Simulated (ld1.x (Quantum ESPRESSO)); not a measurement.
krypton (Kr): one change to a TM potential, before and after

Kr, norm-conserving Troullier–Martins (Kleinman–Bylander form), made with ld1.x (Quantum ESPRESSO) 7.5 (PBE, scalar-relativistic). Core [Ar] 3d10, reference 4s2 4p6. Waves: 4s (bound): rc 1.05 bohr; 4p (bound): rc 1.50 bohr; 4d channel at -0.2 Ry: rc 1.20 bohr. Local part: all-electron potential smoothed inside 1.30 bohr (lloc = -2). Core correction: a·sin(br)/r model core inside 0.55 bohr.

Change: local potential all-electron potential smoothed inside 1.40 bohr (lloc = -2).

Cutoffs: the cutoffs (Ry, on a coarse ladder) from which the occupation-weighted sum of valence levels, in a spherical-Bessel basis at the reference potential, stays within 10 and 1 mRy of its value at 400 Ry; they do not see the model core or the augmentation charge, which bear on the density cutoff. Errors are all-electron minus pseudo energies relative to the spin-unpolarised reference configuration.

Problem. Predict the effect on cutoff, ghosts and configuration errors.

Solution. The potential gets neither clearly harder nor softer (120 Ry and 230 Ry → 120 Ry and 230 Ry); both files keep a bound ghost (d); of the 6 tests that both files solve, the error grows in 1 and shrinks in 3 by more than 15 % and 0.3 meV (median size 7.9 → 7.6 meV).

```tsv
quantity	base	changed
cutoff, loose	120 Ry	120 Ry
cutoff, tight	230 Ry	230 Ry
loose cutoff by channel (10 mRy a level)	s 70 Ry, p 21 Ry	s 80 Ry, p 21 Ry
bound ghosts	d	d
error for 4s2 4p5, meV [ΔE 14.29 eV]	+0.6	+0.3
error for 4s2 4p4, meV [ΔE 39.46 eV]	+9.5	+7.8
error for 4s2 4p3, meV [ΔE 76.54 eV]	+29	+24
error for 4s2 4p2, meV [ΔE 126.35 eV]	+57	+46
error for 4s1 4p6, meV [ΔE 28.80 eV]	-6.3	-7.4
error for 4s2 4p5.5, meV [ΔE 5.86 eV]	-0.4	-0.5
s: phases at 1.65 bohr within 0.05 rad from the reference energy up to (Ry; the scan ends near 5)	2.1	2.6
p: phases at 1.65 bohr within 0.05 rad from the reference energy up to (Ry; the scan ends near 5)	to the end of the scan	to the end of the scan
d: phases at 1.65 bohr within 0.05 rad from the reference energy up to (Ry; the scan ends near 5)	1.5	1.6
```

 A true bound ghost makes a file unfit for plane-wave use even where its test errors are small: the radial tests pick states by their node count and pass the ghost by.
